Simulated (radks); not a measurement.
The numbers below are computed, except where a source is named.
Problem. These are the eigenvalues of the occupied orbitals of an atom or ion with whole-number occupations (eV). Code: a radial shooting solver on a logarithmic mesh with Libxc functionals. Model: non-relativistic Kohn-Sham, exchange-only r2SCAN, spin-polarised, spherical densities, point nucleus; meta-GGA in the generalised Kohn-Sham scheme.

orbital  eigenvalue
1s down   -7017.341
1s up     -7017.311
2s up     -877.5210
2s down   -874.0967
2p up     -763.5121
2p down   -760.9511
3s up     -155.7865
3s down   -148.2679
3p up     -121.3030
3p down   -113.7966
3d up      -65.0729

Which element is it, and in what charge state? The configuration may be excited. Open shells, if any, are filled with parallel spins first.

Solution. Z = 26, iron, charge +4: Fe4+ in [Ar] 3d4. The list shows which subshells hold electrons but not how many an open one holds; the 1s level, -257.88 hartree, gives Z - s = 22.7 by -(Z - s)^2/2, which with screening narrows Z to a few neighbours, and the depths of the outer levels then fix element, charge and occupations together.
